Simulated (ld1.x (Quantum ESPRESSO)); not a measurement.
# What the settings do to the PAW potential of O (Z = 8)

Base potential:

```json
{
  "Element": "oxygen",
  "Generator": "ld1.x (Quantum ESPRESSO) 7.5",
  "Type": "PAW",
  "Functional": "PBE",
  "Relativity": "scalar-relativistic",
  "Frozen core": "[He]",
  "Valence charge": "6",
  "Reference configuration": "2s2 2p4",
  "Partial waves": "2s (bound): rcut 0.55, rcutus 0.75 bohr; 2s channel at -1.35 Ry: rcut 0.55, rcutus 0.75 bohr; 2p (bound): rcut 1.70, rcutus 2.15 bohr; 2p channel at 0.75 Ry: rcut 1.70, rcutus 2.15 bohr",
  "Local potential": "all-electron potential smoothed inside 0.90 bohr (lloc = -1)",
  "Core correction": "Bessel-smoothed model core inside 0.45 bohr",
  "Augmentation charge": "PSQ, radius 0.45 bohr"
}
```

Cutoffs, loose and tight: the cutoffs (Ry, on a coarse ladder) from which the occupation-weighted sum of valence levels, in a spherical-Bessel basis at the reference potential, stays within 10 and 1 mRy of its value at 400 Ry. They do not see the model core or the augmentation charge, which bear on the density cutoff. Test errors are all-electron minus pseudo excitation energies from the reference, over the configurations 2s2 2p3; 2s2 2p2; 2s2 2p1; 2s2 2p3.5; 2s1 2p5; 2s1 2p4; 2s2 2p0. A dash means not determined; rows that change the core or the reference have their own tests. The largest error is taken over the tests solved by every variant that gives reliable tests at all: 2s1 2p4; 2s1 2p5; 2s2 2p0; 2s2 2p2; 2s2 2p3; 2s2 2p3.5.

Cutoffs are not given where the Bessel-basis levels miss the radial ones by over 6 mRy, ghosts where they miss by over 20 mRy; a channel whose overlap is not positive is not tested.

A file whose overlap is not positive is unfit for use, and its test errors describe a broken file.

| change | outcome | cutoff, loose | cutoff, tight | bound ghosts | largest test error (meV) |
| --- | --- | --- | --- | --- | --- |
| base | generated, overlap not positive | – | – | not determined (overlap not positive) | +638 |
| waves 2s (bound): rcut 0.55, rcutus 0.98 bohr; 2s channel at -1.35 Ry: rcut 0.55, rcutus 0.98 bohr | generated, overlap not positive | – | – | not determined (overlap not positive) | +638 |
| wave 2s channel at -1.35 Ry: rcut 0.55, rcutus 0.75 bohr becomes 2s channel at 0.49 Ry: rcut 0.55, rcutus 0.75 bohr | generated, overlap not positive | – | – | not determined (overlap not positive) | +636 |
| core correction Bessel-smoothed model core inside 0.44 bohr | generated, overlap not positive | – | – | not determined (overlap not positive) | +638 |
| functional LDA (PZ) | generated, overlap not positive | – | – | not determined (overlap not positive) | +548 |

(1) What comes out with this change to the base: all radii but the core radius scaled by about 1.41 (s 1.06, p 3.02 bohr, rcut 0.78/2.40); local potential all-electron potential smoothed inside 1.26 bohr (lloc = -1); augmentation PSQ, radius 0.64 bohr?

(2) What comes out with this change to the base: waves 2p (bound): rcut 1.70, rcutus 1.90 bohr; 2p channel at 0.75 Ry: rcut 1.70, rcutus 1.90 bohr?

Results:

(1) outcome: generated; cutoff, loose: 25 Ry; cutoff, tight: 40 Ry; bound ghosts: none; largest test error (meV): -242.

(2) outcome: generated, overlap not positive; bound ghosts: not determined (overlap not positive); largest test error (meV): -25. A file whose overlap is not positive is unfit for use, and its test errors describe a broken file.
